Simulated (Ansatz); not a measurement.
Breaking the P1–N2 bond in PN (multiplicity 1 held). Energies count from the point at 1.483 Å.


Signs of static correlation in cc-pV(D+d)Z, with CASSCF(10,8), from Ansatz (an electronic-structure program) runs.

```json
[
 {"R (Å)": "1.186", "T1 of restricted CCSD": "0.014", "⟨S²⟩ of UHF": "0.000", "largest double amplitude of restricted CCSD": "0.077", "weight of the CASSCF reference in MRCISD": "0.941", "CASSCF natural occupations": "2.00 1.99 1.98 1.96 1.96 0.05 0.05 0.02"},
 {"R (Å)": "1.334", "T1 of restricted CCSD": "0.016", "⟨S²⟩ of UHF": "0.000", "largest double amplitude of restricted CCSD": "0.099", "weight of the CASSCF reference in MRCISD": "0.939", "CASSCF natural occupations": "2.00 1.99 1.98 1.94 1.94 0.06 0.06 0.02"},
 {"R (Å)": "1.483", "T1 of restricted CCSD": "0.019", "⟨S²⟩ of UHF": "0.686", "largest double amplitude of restricted CCSD": "0.125", "weight of the CASSCF reference in MRCISD": "0.937", "CASSCF natural occupations": "2.00 1.99 1.97 1.92 1.92 0.09 0.09 0.03"},
 {"R (Å)": "1.631", "T1 of restricted CCSD": "0.022", "⟨S²⟩ of UHF": "1.243", "largest double amplitude of restricted CCSD": "0.156", "weight of the CASSCF reference in MRCISD": "0.935", "CASSCF natural occupations": "1.99 1.99 1.96 1.89 1.89 0.12 0.12 0.04"},
 {"R (Å)": "1.779", "T1 of restricted CCSD": "0.026", "⟨S²⟩ of UHF": "1.584", "largest double amplitude of restricted CCSD": "0.191", "weight of the CASSCF reference in MRCISD": "0.933", "CASSCF natural occupations": "1.99 1.99 1.94 1.84 1.84 0.17 0.17 0.06"},
 {"R (Å)": "2.002", "T1 of restricted CCSD": "0.034", "⟨S²⟩ of UHF": "1.987", "largest double amplitude of restricted CCSD": "0.255", "weight of the CASSCF reference in MRCISD": "0.930", "CASSCF natural occupations": "1.99 1.99 1.90 1.71 1.71 0.29 0.29 0.10"},
 {"R (Å)": "2.224", "T1 of restricted CCSD": "0.073", "⟨S²⟩ of UHF": "[?]", "largest double amplitude of restricted CCSD": "[?]", "weight of the CASSCF reference in MRCISD": "0.927", "CASSCF natural occupations": "2.00 1.99 1.82 1.51 1.51 0.49 0.49 0.19"},
 {"R (Å)": "2.595", "T1 of restricted CCSD": "0.050", "⟨S²⟩ of UHF": "2.840", "largest double amplitude of restricted CCSD": "0.536", "weight of the CASSCF reference in MRCISD": "0.925", "CASSCF natural occupations": "2.00 2.00 1.55 1.20 1.20 0.80 0.80 0.45"},
 {"R (Å)": "2.965", "T1 of restricted CCSD": "0.052", "⟨S²⟩ of UHF": "2.948", "largest double amplitude of restricted CCSD": "0.723", "weight of the CASSCF reference in MRCISD": "0.925", "CASSCF natural occupations": "2.00 2.00 1.32 1.09 1.09 0.92 0.92 0.68"},
 {"R (Å)": "3.410", "T1 of restricted CCSD": "0.055", "⟨S²⟩ of UHF": "2.988", "largest double amplitude of restricted CCSD": "0.817", "weight of the CASSCF reference in MRCISD": "0.925", "CASSCF natural occupations": "2.00 2.00 1.17 1.03 1.03 0.97 0.97 0.83"},
 {"R (Å)": "4.003", "T1 of restricted CCSD": "0.054", "⟨S²⟩ of UHF": "3.001", "largest double amplitude of restricted CCSD": "0.855", "weight of the CASSCF reference in MRCISD": "0.925", "CASSCF natural occupations": "2.00 2.00 1.07 1.01 1.01 0.99 0.99 0.93"},
 {"R (Å)": "4.745", "T1 of restricted CCSD": "0.052", "⟨S²⟩ of UHF": "3.004", "largest double amplitude of restricted CCSD": "0.866", "weight of the CASSCF reference in MRCISD": "0.926", "CASSCF natural occupations": "2.00 2.00 1.02 1.00 1.00 1.00 1.00 0.98"},
 {"R (Å)": "5.931", "T1 of restricted CCSD": "0.050", "⟨S²⟩ of UHF": "3.004", "largest double amplitude of restricted CCSD": "0.866", "weight of the CASSCF reference in MRCISD": "0.926", "CASSCF natural occupations": "2.00 2.00 1.00 1.00 1.00 1.00 1.00 1.00"}
]
```

Question: What belongs in the gaps?

Answer: 
- 2.224, ⟨S²⟩ of UHF: 2.477
- 2.224, largest double amplitude of restricted CCSD: 0.337

Doubts at one or more of the structures used: a restricted determinant that unrestricted orbitals would lower (R-CCSD(T)/cc-pV(D+d)Z); other coupled-cluster roots lie near (R-CCSD(T)/cc-pV(D+d)Z); T1 above 0.05 (R-CCSD(T)/cc-pV(D+d)Z, U-CCSD(T)/cc-pV(D+d)Z); a spin-contaminated determinant (U-CCSD(T)/cc-pV(D+d)Z); the program's own flag: large difference (U-CCSD(T)/cc-pV(D+d)Z).
